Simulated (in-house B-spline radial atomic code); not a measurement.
A calculation on the titanium ion Ti⁸⁺ (with a hole in an inner shell): its settings, and results tabulated from the run. Level of theory: Dirac-Hartree-Fock, average of the jj configuration, Fermi nucleus of rms radius 3.5921 fm; calculated with a B-spline radial code for spherical atoms.

In the input, a minus or plus after the letter marks the j = l - 1/2 or j = l + 1/2 subshell.

Command:
```bash
python run_scf.py task.json out
```
Settings (nuclear radius in fm, mass in u):
```
Z                22
configuration    1s2 2s2 2p+4 3s2 3p4
hamiltonian      dirac
method           hf
spin_polarised   False
nucleus          fermi
rms_radius       3.5921
atomic_mass      47.94794
speed_of_light   137.035999084
```

Output (hartree, bohr):
```
 radial grid: 64 intervals, B-splines of order 8, outer radius 7.931 bohr

 iter        energy (Eh)    residual
    1       -787.0055278    1.32e+00
    2       -795.4716803    1.58e-01
    3       -795.5810424    6.99e-02
    4       -795.6021847    3.11e-02
    5       -795.6075182    3.41e-03
    6       -795.6075653    1.26e-04
    7       -795.6075654    7.90e-06
    8       -795.6075654    7.33e-07
    9       -795.6075654    1.86e-08

 total energy                     -795.607565
 kinetic                            803.88675
 electron-nucleus                 -1789.54706
 electron-electron                  190.05274

 first-order corrections (not in the total)
   Gaunt                            0.24974
   retardation                     -0.01961
   frequency dependence            -0.00050
   self-energy                      0.19288
   Uehling                         -0.01483
   Wichmann-Kroll                   0.00007
   recoil                           0.00761

 orbital      occ     eigenvalue          <r>       <r^2>       <1/r>       r_max    small
 1s1/2      2.000     -195.33962    0.0693665   0.0064646     21.8427     0.04554  6.23e-03
 2s1/2      2.000      -30.07845     0.312039    0.114635     4.75041      0.2624  1.17e-03
 2p3/2      4.000      -26.83539      0.27604   0.0931045     4.62286      0.2133  1.14e-03
 3s1/2      2.000       -8.60833     0.855735    0.832541     1.65746      0.7781  3.17e-04
 3p1/2      1.333       -7.49877     0.865134    0.864206     1.59655      0.7798  3.02e-04
 3p3/2      2.667       -7.56079     0.861523    0.854912      1.5832      0.7734  2.98e-04

 Slater integrals (Eh)
   F0(3s1/2,3s1/2)               1.049585
   F0(3s1/2,3p1/2)               1.043868
   G1(3s1/2,3p1/2)               0.694516
   F0(3s1/2,3p3/2)               1.046094
   G1(3s1/2,3p3/2)               0.697310
   F0(3p1/2,3p1/2)               1.039765
   F0(3p1/2,3p3/2)               1.041815
   G2(3p1/2,3p3/2)               0.529377
   F0(3p3/2,3p3/2)               1.043935
   F2(3p3/2,3p3/2)               0.532729
```

Run time, properties included: 0.6 s on 1 thread of Arm Neoverse V1, with other jobs on the host.

For the Dirac Hamiltonian the kinetic term is c α·p + (β - 1)c².
